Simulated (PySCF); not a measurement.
Vertical excitation energies

Species: trifluorosilane, F₃HSi.
Atom-mapped SMILES: `[F:1][SiH:2]([F:3])[F:4]` (hydrogens: H5 on Si2)

Method: TDDFT CAM-B3LYP/def2-SVPD, vertical, gas phase, core orbitals frozen in the response (PySCF 2.14.0, density-fitted response routines). Geometry: GFN2-xTB; no solvent, vibrations or thermal averaging.

**Question.** List the vertical singlet excitations with oscillator strengths and describe the spectrum.

**Answer.** 

```json
{"state": "S1", "E (eV)": "10.78", "E (hartree)": "0.3961", "f": "0.091", "symmetry": "E", "main configurations (H = HOMO, L = LUMO)": "H→L+1/L+2 (≥91%)"}
{"state": "S2", "E (eV)": "10.78", "E (hartree)": "0.3963", "f": "0.091", "symmetry": "E", "main configurations (H = HOMO, L = LUMO)": "H→L+1/L+2 (≥91%)"}
{"state": "S3", "E (eV)": "11.49", "E (hartree)": "0.4223", "f": "0.058", "symmetry": "A1", "main configurations (H = HOMO, L = LUMO)": "H→L (96%)"}
{"state": "S4", "E (eV)": "11.51", "E (hartree)": "0.4230", "f": "0.0001", "symmetry": "–", "main configurations (H = HOMO, L = LUMO)": "H-1→L (69%)"}
{"state": "S5", "E (eV)": "11.63", "E (hartree)": "0.4274", "f": "0.068", "symmetry": "E", "main configurations (H = HOMO, L = LUMO)": "H-1→L+1/L+2 (≥85%)"}
{"state": "S6", "E (eV)": "11.63", "E (hartree)": "0.4276", "f": "0.068", "symmetry": "E", "main configurations (H = HOMO, L = LUMO)": "H-1→L+1/L+2 (≥85%)"}
{"state": "S7", "E (eV)": "11.76", "E (hartree)": "0.4323", "f": "0.0076", "symmetry": "E", "main configurations (H = HOMO, L = LUMO)": "H-3/H-2→L+1/L+2 (≥63%), H-3/H-2→L (≥23%)"}
{"state": "S8", "E (eV)": "11.77", "E (hartree)": "0.4326", "f": "0.0071", "symmetry": "E", "main configurations (H = HOMO, L = LUMO)": "H-3/H-2→L+1/L+2 (≥66%), H-3/H-2→L (≥19%)"}
```

Triplets, Tamm–Dancoff:

```json
{"state": "T1", "E (eV)": "9.79", "λ (nm)": "126.6", "main configurations (H = HOMO, L = LUMO)": "H→L+1/L+2 (≥91%)"}
{"state": "T2", "E (eV)": "9.80", "λ (nm)": "126.5", "main configurations (H = HOMO, L = LUMO)": "H→L+1/L+2 (≥91%)"}
```

The lowest singlet level (S1/S2) comes at 115 nm (1040 kJ/mol) in the vacuum ultraviolet; it is strong. The lowest level is also the most intense of those listed (f = 0.182 summed). S1/S2, S5/S6 and S7/S8 lie within about 0.01 eV of each other in each set; the point group C3v has degenerate representations, and within a degenerate level the listed configurations can mix freely. Löwdin shares by element: HOMO hydrogen 31%, silicon 28%, fluorine 28% or more; LUMO silicon 71%, fluorine 25%. Orbital energies (eV): HOMO-3 -14.34, HOMO-2 -14.33, HOMO-1 -13.90, HOMO -13.23, LUMO 1.20, LUMO+1 1.36, LUMO+2 1.37. The listed states span 0.99 eV, and the widest gap between neighbours is 0.71 eV (S2 to S3). The oscillator strengths of these states sum to 0.392; summed over the whole spectrum of an exact calculation they would give the number of electrons, 42 (Thomas–Reiche–Kuhn). Symmetry labels in C3v follow from the direction of the transition dipole and are given only for states with f of 0.002 or more. Orbitals of the list HOMO-3 to LUMO+2 that lie within 0.01 eV of each other are written together with a slash and their weights summed (≥ marks a lower bound); for degenerate orbitals outside that list single weights are arbitrary. Only the lowest 8 singlets were computed, as vertical energies without vibronic structure.
